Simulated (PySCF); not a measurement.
C6H11PSi.
Structure used (GFN2-xTB), in Å, numbered top down from 1:
```
atom  x, y, z in Å
C1     3.189   -0.176   -0.255
C2     1.698   -0.200   -0.198
C3     0.886    0.840    0.066
C4    -0.531    0.547    0.074
Si5   -1.828    1.847    0.476
C6    -0.800   -0.751   -0.202
C7    -2.151   -1.378   -0.277
P8     0.715   -1.671   -0.629
H9     3.614   -0.836    0.501
H10    3.560    0.833   -0.086
H11    3.539   -0.521   -1.228
H12    1.248    1.833    0.290
H13   -2.794    1.941   -0.621
H14   -1.161    3.137    0.662
H15   -2.529    1.468    1.709
H16   -2.077   -2.465   -0.269
H17   -2.658   -1.080   -1.196
H18   -2.767   -1.058    0.562
H19    0.838   -2.303    0.613
```

NICS is the negative of the GIAO shielding at a point without a nucleus: at the ring centre (0) and 1 Å above and below it (1); zz is the component along the ring normal. Level: GIAO PBE0/pcSseg-1 (PySCF, non-relativistic, gas phase) on the GFN2-xTB geometry, one conformer.

Ring bond lengths (Å), with Mayer bond orders in brackets: C2–C3 1.346 (1.72), C3–C4 1.447 (1.15), C4–C6 1.355 (1.67), C6–P8 1.823 (0.96), P8–C2 1.821 (0.96).

Task: What do the NICS probes read (ppm)?

Result: 
```csv
ring,type,NICS(0),"NICS(1), two faces","NICS(1)zz, two faces",rms pucker (Å),"centre to ring atoms, mean (Å)"
C2–C3–C4–C6–P8,5-membered ring with P; bonds drawn aromatic by RDKit's count,-2.2,-4.9 / -4.9,-7.3 / -8.8,0.04,1.32
```

Task: What do they say, and how far can they be read as aromaticity?

Result: 
- C2–C3–C4–C6–P8: mean NICS(1)zz -8.0 ppm, shielded. A hydrogen on P8, outside the ring, lies 1.84 Å from a NICS(1) probe.

Task: How equal are the bonds by HOMA? HOMA = 1 − mean of α(R − Ropt)² over the ring bonds, with Krygowski's 1993 parameters (CC: Ropt 1.388 Å, α 257.7 Å⁻²; CP: Ropt 1.698 Å, α 118.91 Å⁻²).

Result: 
- C2–C3–C4–C6–P8: HOMA -0.06; the largest term is that of C6–P8, α(R − Ropt)² = 1.87.

Task: What are the shieldings of the ring atoms and their hydrogens in the same run (means over atoms taken as equivalent)?

Result: 
```
atoms                 environment  σ isotropic (ppm)
   C2     unsaturated ring carbon               34.0
   C3  unsaturated ring CH carbon               36.9
   C4     unsaturated ring carbon               41.1
   C6     unsaturated ring carbon               17.7
   P8             ring phosphorus              367.2
  H12          hydrogen on carbon              24.75
  H19      hydrogen on phosphorus              26.79
```
